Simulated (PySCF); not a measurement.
Vertical excitations of a molecule C₅H₇F from PySCF with TDA-LC-ωPBE/def2-SVPD, as energy in eV (oscillator strength): 6.29 (1.117), 6.93 (0.000), 7.63 (0.024), 7.81 (0.006), 7.87 (0.005), 8.12 (0.055), 8.45 (0.020), 8.58 (0.000), 8.67 (0.007), 8.98 (0.004). Lowest triplet (TDA): 3.04 eV. Coordinates come from a PBE0-D3(BJ)/def2-SVP optimisation. Other conformers were not sampled.

### Question
Pick the molecule that these values belong to.
A) CC1=C(F)CC1
B) C=C/C=C(/C)F
C) F[C@H]1C=CCC1
D) C=C/C(C)=C\F

### Answer
B, C=C/C=C(/C)F
